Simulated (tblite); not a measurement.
Compound: C6H14N2.
Bonds: C1–C2 (double), C2–N3, N3–C4, C4–C5, C5–C6, N3–N7, N7–C8. Hydrogens: H9, H10 on C1; H11 on C2; H12, H13 on C4; H14, H15 on C5; H16, H17, H18 on C6; H19 on N7; H20, H21, H22 on C8.

Computed with GFN2-xTB (tblite), gas phase: L-BFGS steps from a force-field or distance-geometry start until the largest atomic force falls under 0.01 eV/Å.

Geometry at step 4:
```
atom  x, y, z in Å
C1     -1.5465    2.3890    0.6117
C2     -0.6181    1.4477    0.7526
N3     -0.4938    0.2590    0.0843
C4      0.6206   -0.6275    0.3176
C5      1.8536   -0.2591   -0.5220
C6      3.0328   -1.1913   -0.2785
N7     -1.3593   -0.1145   -0.9592
C8     -2.5444   -0.7983   -0.4519
H9     -2.3755    2.3419   -0.0731
H10    -1.5095    3.2732    1.2198
H11     0.1685    1.5989    1.4780
H12     0.3297   -1.6564    0.0858
H13     0.8864   -0.6169    1.3789
H14     2.1445    0.7658   -0.2829
H15     1.5720   -0.2819   -1.5764
H16     3.8789   -0.8879   -0.8879
H17     3.3344   -1.1623    0.7648
H18     2.7736   -2.2145   -0.5335
H19    -1.6459    0.7239   -1.4600
H20    -2.2180   -1.6995    0.0592
H21    -3.1157   -0.1864    0.2501
H22    -3.1785   -1.0834   -1.2871
```

Task: Give the atomic forces at this geometry.

Result: 
```json
{"atom": "C1", "Fx (eV/Å)": "-0.202", "Fy (eV/Å)": "0.141", "Fz (eV/Å)": "-0.048"}
{"atom": "C2", "Fx (eV/Å)": "0.181", "Fy (eV/Å)": "-0.225", "Fz (eV/Å)": "0.029"}
{"atom": "N3", "Fx (eV/Å)": "-0.005", "Fy (eV/Å)": "-0.045", "Fz (eV/Å)": "0.091"}
{"atom": "C4", "Fx (eV/Å)": "0.201", "Fy (eV/Å)": "-0.060", "Fz (eV/Å)": "-0.018"}
{"atom": "C5", "Fx (eV/Å)": "-0.066", "Fy (eV/Å)": "0.101", "Fz (eV/Å)": "-0.049"}
{"atom": "C6", "Fx (eV/Å)": "-0.084", "Fy (eV/Å)": "0.050", "Fz (eV/Å)": "0.004"}
{"atom": "N7", "Fx (eV/Å)": "0.013", "Fy (eV/Å)": "-0.033", "Fz (eV/Å)": "0.067"}
{"atom": "C8", "Fx (eV/Å)": "0.037", "Fy (eV/Å)": "0.036", "Fz (eV/Å)": "-0.001"}
{"atom": "H9", "Fx (eV/Å)": "0.026", "Fy (eV/Å)": "-0.104", "Fz (eV/Å)": "-0.060"}
{"atom": "H10", "Fx (eV/Å)": "0.037", "Fy (eV/Å)": "0.004", "Fz (eV/Å)": "0.001"}
{"atom": "H11", "Fx (eV/Å)": "0.054", "Fy (eV/Å)": "-0.037", "Fz (eV/Å)": "0.032"}
{"atom": "H12", "Fx (eV/Å)": "-0.171", "Fy (eV/Å)": "0.101", "Fz (eV/Å)": "-0.143"}
{"atom": "H13", "Fx (eV/Å)": "-0.028", "Fy (eV/Å)": "0.150", "Fz (eV/Å)": "0.043"}
{"atom": "H14", "Fx (eV/Å)": "0.007", "Fy (eV/Å)": "0.026", "Fz (eV/Å)": "0.012"}
{"atom": "H15", "Fx (eV/Å)": "-0.005", "Fy (eV/Å)": "-0.030", "Fz (eV/Å)": "0.001"}
{"atom": "H16", "Fx (eV/Å)": "0.041", "Fy (eV/Å)": "-0.009", "Fz (eV/Å)": "-0.020"}
{"atom": "H17", "Fx (eV/Å)": "0.009", "Fy (eV/Å)": "-0.007", "Fz (eV/Å)": "0.056"}
{"atom": "H18", "Fx (eV/Å)": "-0.022", "Fy (eV/Å)": "-0.055", "Fz (eV/Å)": "-0.012"}
{"atom": "H19", "Fx (eV/Å)": "0.073", "Fy (eV/Å)": "0.034", "Fz (eV/Å)": "-0.054"}
{"atom": "H20", "Fx (eV/Å)": "0.010", "Fy (eV/Å)": "-0.106", "Fz (eV/Å)": "0.064"}
{"atom": "H21", "Fx (eV/Å)": "-0.118", "Fy (eV/Å)": "0.022", "Fz (eV/Å)": "0.066"}
{"atom": "H22", "Fx (eV/Å)": "0.012", "Fy (eV/Å)": "0.045", "Fz (eV/Å)": "-0.061"}
```

The largest, 0.29 eV/Å, acts on C2; the rms over all components is 0.078 eV/Å. The forces sum to zero within rounding, as they must for an isolated molecule in no field.

Task: Give the force on C2 in Eh/bohr and in nN.

Result: 0.290 eV/Å ÷ 51.422 = 0.00564 Eh/bohr, and 0.290 eV/Å × 1.602 = 0.46 nN.

Task: How far is this geometry from the end of the optimisation?

Result: 0.049 eV above it, and 0.197 Å rms away after alignment. The bonds farthest from their final lengths, with half the difference of the two atoms' forces along the bond (positive lengthens):

| bond | now (Å) | final (Å) | force along bond (eV/Å) |
| --- | --- | --- | --- |
| N7–C8 | 1.459 | 1.454 | -0.04 |
| C2–N3 | 1.369 | 1.374 | -0.10 |
| C8–H21 | 1.093 | 1.096 | +0.06 |
| C4–C5 | 1.537 | 1.533 | -0.08 |
| C8–H20 | 1.086 | 1.089 | +0.07 |
| N3–C4 | 1.443 | 1.446 | +0.08 |

The angle farthest from its final value is N3–C4–H12, 109.8° against 107.1°.

The cost below is that of the whole relaxation. Hardware: an Arm Neoverse V1 with one thread, on a shared host. Cost: 0.55 s.
